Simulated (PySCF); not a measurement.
PySCF input (M06-2X/def2-TZVPD):

```python
from pyscf import gto, scf, dft

mol = gto.M(
    atom='''
    Si    0.11758219   -0.05707383   -0.00147873
    C     1.62318459   -0.85601232   -0.44647040
    C    -1.29710923    0.43064439   -1.22800562
    N    -0.81316657   -1.07647710    1.11663454
    N     0.45215582    1.54115568    0.69807580
    H     2.44057215   -0.30247731   -0.90728558
    H     1.65568043   -1.92622025   -0.64764955
    H    -2.14508077    0.92021729   -0.72971310
    H    -1.67655735   -0.45700817   -1.74409525
    H    -0.91760185    1.11307927   -1.99515179
    H    -0.26882741   -1.84292284    1.48956258
    H    -1.70543236   -1.41846412    0.78620726
    H     0.11302013    2.34345526    0.18467742
    H     1.42869948    1.66883198    0.92803398
    ''',
    basis='def2-tzvpd',
    charge=-1,
    spin=0,
    verbose=4,
)

mf = dft.RKS(mol, xc='m062x').density_fit(auxbasis='def2-universal-jkfit')
mf.grids.level = 4
mf.conv_tol = 1e-9
mf.max_cycle = 100
mf.max_memory = 1500
mf.kernel()
if not mf.converged:
    mf = mf.newton()
    mf.kernel(mf.make_rdm1())
mf.analyze()
```

Output:

```
PySCF version 2.14.0

[INPUT] verbose = 4
[INPUT] num. atoms = 14
[INPUT] num. electrons = 50
[INPUT] charge = -1
[INPUT] spin (= nelec alpha-beta = 2S) = 0
[INPUT] symmetry False subgroup None
[INPUT] Mole.unit = angstrom
[INPUT] Symbol           X                Y                Z      unit          X                Y                Z       unit  Magmom
[INPUT]  1 Si     0.117582190000  -0.057073830000  -0.001478730000 AA    0.222198136227  -0.107853907580  -0.002794394712 Bohr   0.0
[INPUT]  2 C      1.623184590000  -0.856012320000  -0.446470400000 AA    3.067374324714  -1.617628844054  -0.843706778725 Bohr   0.0
[INPUT]  3 C     -1.297109230000   0.430644390000  -1.228005620000 AA   -2.451181198345   0.813799954180  -2.320594301227 Bohr   0.0
[INPUT]  4 N     -0.813166570000  -1.076477100000   1.116634540000 AA   -1.536662110952  -2.034246898366   2.110133461830 Bohr   0.0
[INPUT]  5 N      0.452155820000   1.541155680000   0.698075800000 AA    0.854450665428   2.912362150518   1.319172076187 Bohr   0.0
[INPUT]  6 H      2.440572150000  -0.302477310000  -0.907285580000 AA    4.612012950741  -0.571599274795  -1.714521262967 Bohr   0.0
[INPUT]  7 H      1.655680430000  -1.926220250000  -0.647649550000 AA    3.128782562502  -3.640028728091  -1.223880274198 Bohr   0.0
[INPUT]  8 H     -2.145080770000   0.920217290000  -0.729713100000 AA   -4.053615170371   1.738958653189  -1.378957908507 Bohr   0.0
[INPUT]  9 H     -1.676557350000  -0.457008170000  -1.744095250000 AA   -3.168234223627  -0.863620277989  -3.295862357655 Bohr   0.0
[INPUT] 10 H     -0.917601850000   1.113079270000  -1.995151790000 AA   -1.734016187894   2.103414975231  -3.770290460036 Bohr   0.0
[INPUT] 11 H     -0.268827410000  -1.842922840000   1.489562580000 AA   -0.508010179676  -3.482619436306   2.814865321601 Bohr   0.0
[INPUT] 12 H     -1.705432360000  -1.418464120000   0.786207260000 AA   -3.222800084371  -2.680508704322   1.485716398545 Bohr   0.0
[INPUT] 13 H      0.113020130000   2.343455260000   0.184677420000 AA    0.213577092263   4.428488626571   0.348989745191 Bohr   0.0
[INPUT] 14 H      1.428699480000   1.668831980000   0.928033980000 AA    2.699850731509   3.153635390116   1.753730056490 Bohr   0.0

nuclear repulsion = 241.913894727338
number of shells = 112
number of NR pGTOs = 376
number of NR cGTOs = 272
basis = def2-tzvpd
ecp = {}

******** <class 'pyscf.df.df_jk.DFRKS'> ********
method = DFRKS
initial guess = minao
damping factor = 0
level_shift factor = 0
DIIS = <class 'pyscf.scf.diis.CDIIS'>
diis_start_cycle = 1
diis_space = 8
diis_damp = 0
SCF conv_tol = 1e-09
SCF conv_tol_grad = None
SCF max_cycles = 100
direct_scf = False
XC library pyscf.dft.libxc version 7.1.2
    S. Lehtola, C. Steigemann, M. J. T. Oliveira, and M. A. L. Marques,  SoftwareX 7, 1–5 (2018)
XC functionals = m062x
    Y. Zhao and D. G. Truhlar,  Theor. Chem. Acc. 120, 215 (2008)
    Y. Zhao and D. G. Truhlar,  Theor. Chem. Acc. 120, 215 (2008)
radial grids:
    Treutler-Ahlrichs [JCP 102, 346 (1995); DOI:10.1063/1.469408] (M4) radial grids

becke partition: Becke, JCP 88, 2547 (1988); DOI:10.1063/1.454033
pruning grids: <function nwchem_prune>
grids dens level: 4
symmetrized grids: False
atomic radii adjust function: <function treutler_atomic_radii_adjust>
small_rho_cutoff = 0
Set gradient conv threshold to 3.16228e-05
[...]
cycle= 11 E= -480.662818539707  delta_E= -4.06e-10  |g|= 5.05e-06  |ddm|= 0.000574
  HOMO = -0.0213586913381647  LUMO = 0.139597302095242  gap/eV = 4.37984
Extra cycle  E= -480.66281853974  delta_E= -3.32e-11  |g|= 3.39e-06  |ddm|= 0.000156
converged SCF energy = -480.66281853974
**** SCF Summaries ****
Total Energy =                        -480.662818539740499
Nuclear Repulsion Energy =             241.913894727337549
One-electron Energy =                -1149.145841102073064
Two-electron Energy =                  426.569127834994958
Two-electron Coulomb Energy =          475.729066030708111
DFT Exchange-Correlation Energy =      -49.159938195713131
HOMO-LUMO gap [eV] =                     4.379835669549003
**** MO energy ****
MO #1   energy= -66.8062918328709  occ= 2
MO #2   energy= -14.5362001550916  occ= 2
MO #3   energy= -14.5361910468207  occ= 2
MO #4   energy= -10.3397863349101  occ= 2
MO #5   energy= -10.2682600814457  occ= 2
MO #6   energy= -5.34030514293835  occ= 2
MO #7   energy= -3.65235575628434  occ= 2
MO #8   energy= -3.65189421614598  occ= 2
MO #9   energy= -3.64998307692151  occ= 2
MO #10  energy= -0.768273291395327 occ= 2
MO #11  energy= -0.75166651206712  occ= 2
MO #12  energy= -0.607490870805186 occ= 2
MO #13  energy= -0.512784604778247 occ= 2
MO #14  energy= -0.378881377803432 occ= 2
MO #15  energy= -0.372872252675252 occ= 2
MO #16  energy= -0.368162006718601 occ= 2
MO #17  energy= -0.301330920522763 occ= 2
MO #18  energy= -0.29704991854636  occ= 2
MO #19  energy= -0.268225297233934 occ= 2
MO #20  energy= -0.236320084132119 occ= 2
MO #21  energy= -0.227870383612659 occ= 2
MO #22  energy= -0.178729219555521 occ= 2
MO #23  energy= -0.145022364860066 occ= 2
MO #24  energy= -0.137686142635848 occ= 2
MO #25  energy= -0.0213586913381647 occ= 2
MO #26  energy= 0.139597302095242  occ= 0
MO #27  energy= 0.171000985985582  occ= 0
MO #28  energy= 0.172788857705308  occ= 0
MO #29  energy= 0.185105734187149  occ= 0
MO #30  energy= 0.205259823371939  occ= 0
MO #31  energy= 0.215642740977151  occ= 0
MO #32  energy= 0.220500920035766  occ= 0
MO #33  energy= 0.227954910095016  occ= 0
MO #34  energy= 0.232580303573689  occ= 0
MO #35  energy= 0.25693712358698   occ= 0
MO #36  energy= 0.262246796639124  occ= 0
MO #37  energy= 0.266664783994628  occ= 0
MO #38  energy= 0.266893117885816  occ= 0
MO #39  energy= 0.295752767054152  occ= 0
MO #40  energy= 0.298190207961347  occ= 0
MO #41  energy= 0.309143234500053  occ= 0
MO #42  energy= 0.313167333217809  occ= 0
MO #43  energy= 0.319628792673049  occ= 0
MO #44  energy= 0.321750353955366  occ= 0
MO #45  energy= 0.331137769345799  occ= 0
MO #46  energy= 0.35145009156588   occ= 0
MO #47  energy= 0.358564890271288  occ= 0
MO #48  energy= 0.363649762810071  occ= 0
MO #49  energy= 0.363747889909663  occ= 0
MO #50  energy= 0.382253053113821  occ= 0
MO #51  energy= 0.385721996569602  occ= 0
MO #52  energy= 0.395633386289459  occ= 0
MO #53  energy= 0.404327535620902  occ= 0
MO #54  energy= 0.409298300188068  occ= 0
MO #55  energy= 0.418821150328755  occ= 0
MO #56  energy= 0.418986309868494  occ= 0
MO #57  energy= 0.42474884034955   occ= 0
MO #58  energy= 0.425603052056933  occ= 0
MO #59  energy= 0.432710207618679  occ= 0
MO #60  energy= 0.434950469105816  occ= 0
MO #61  energy= 0.439523103279979  occ= 0
MO #62  energy= 0.44803417095175   occ= 0
MO #63  energy= 0.448514130034099  occ= 0
MO #64  energy= 0.464217516976637  occ= 0
MO #65  energy= 0.473151306776293  occ= 0
MO #66  energy= 0.475273296183863  occ= 0
MO #67  energy= 0.482135266578888  occ= 0
MO #68  energy= 0.485396028601177  occ= 0
MO #69  energy= 0.493997137256985  occ= 0
MO #70  energy= 0.506725616308203  occ= 0
MO #71  energy= 0.508740624314091  occ= 0
MO #72  energy= 0.512706696570732  occ= 0
MO #73  energy= 0.521545259349466  occ= 0
MO #74  energy= 0.531887138250146  occ= 0
MO #75  energy= 0.552112122441134  occ= 0
MO #76  energy= 0.553966603879633  occ= 0
MO #77  energy= 0.559640436062868  occ= 0
MO #78  energy= 0.572519739139523  occ= 0
MO #79  energy= 0.576904935485158  occ= 0
MO #80  energy= 0.577042384367712  occ= 0
MO #81  energy= 0.58659552398656   occ= 0
MO #82  energy= 0.595401489680488  occ= 0
MO #83  energy= 0.60581228273419   occ= 0
MO #84  energy= 0.608232779255661  occ= 0
MO #85  energy= 0.619201557892322  occ= 0
MO #86  energy= 0.623504583903064  occ= 0
MO #87  energy= 0.62945157834233   occ= 0
MO #88  energy= 0.633816714153725  occ= 0
MO #89  energy= 0.644435315328583  occ= 0
MO #90  energy= 0.652951828663637  occ= 0
MO #91  energy= 0.661570493491289  occ= 0
MO #92  energy= 0.673747477980501  occ= 0
MO #93  energy= 0.675329006852424  occ= 0
MO #94  energy= 0.704399870758996  occ= 0
MO #95  energy= 0.725543501324254  occ= 0
MO #96  energy= 0.728717530954598  occ= 0
MO #97  energy= 0.731240165223687  occ= 0
MO #98  energy= 0.753753517422909  occ= 0
MO #99  energy= 0.775196396419432  occ= 0
MO #100 energy= 0.792048309387574  occ= 0
MO #101 energy= 0.800885443373267  occ= 0
MO #102 energy= 0.81050571000729   occ= 0
MO #103 energy= 0.823985071418774  occ= 0
MO #104 energy= 0.830087003442891  occ= 0
MO #105 energy= 0.843872254941574  occ= 0
MO #106 energy= 0.855273613294446  occ= 0
MO #107 energy= 0.867926089117175  occ= 0
[...]
```

It need not be the lowest isomer of its formula. Whether it binds its extra electron was not tested at this geometry.
